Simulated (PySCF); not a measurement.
Cl3In, SMILES [Cl][In-]([Cl])[Cl], charge -1, multiplicity 2. Geometry optimised at PBE-D3(BJ)/def2-SVPD. The def2 effective core potentials stand for the cores of In; spin–orbit coupling is left out.

Computed equilibrium geometry at PBE-D3(BJ)/def2-SVPD (PySCF confirms it by a frequency run) as a Z-matrix, and its point group:
point group C3v.
```
In
Cl 1 2.5268
Cl 1 2.5268 2 109.45
Cl 1 2.5268 2 109.45 3 119.96
```
Charge -1, spin multiplicity 2.
